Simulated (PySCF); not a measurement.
C₃H₈O₂Si, SMILES O1C[C@H](O)C[SiH2]1. Geometry: PBE0-D3(BJ)/def2-SVP. The structure was generated by enumeration; whether it is a known compound was not checked. Other conformers were not sampled.

Computed equilibrium geometry at PBE0-D3(BJ)/def2-SVP (PySCF confirms it by a frequency run) as bond lengths and angles (one conformer of several):
Atoms: O1 C2 C3 O4 Si5 C6 H7 H8 H9 H10 H11 H12 H13 H14. Bond lengths (Å): O1–C2 1.409, O1–H7 0.963, C2–C3 1.529, C2–C6 1.535, C2–H8 1.109, C3–O4 1.412, C3–H9 1.102, C3–H10 1.106, O4–Si5 1.681, Si5–C6 1.891, Si5–H11 1.492, Si5–H12 1.491, C6–H13 1.101, C6–H14 1.103. Angles (°): C2–O1–H7 108.3, O1–C2–C3 106.4, O1–C2–C6 110.4, O1–C2–H8 111.1, C3–C2–C6 106.9, C3–C2–H8 109.8, C6–C2–H8 112.0, C2–C3–O4 109.7, C2–C3–H9 109.2, C2–C3–H10 109.8, O4–C3–H9 109.6, O4–C3–H10 110.2, H9–C3–H10 108.3, C3–O4–Si5 112.7, O4–Si5–C6 94.9, O4–Si5–H11 110.8, O4–Si5–H12 112.6, C6–Si5–H11 114.3, C6–Si5–H12 115.4, H11–Si5–H12 108.5, C2–C6–Si5 99.3, C2–C6–H13 112.0, C2–C6–H14 110.9, Si5–C6–H13 117.4, Si5–C6–H14 109.7, H13–C6–H14 107.4.
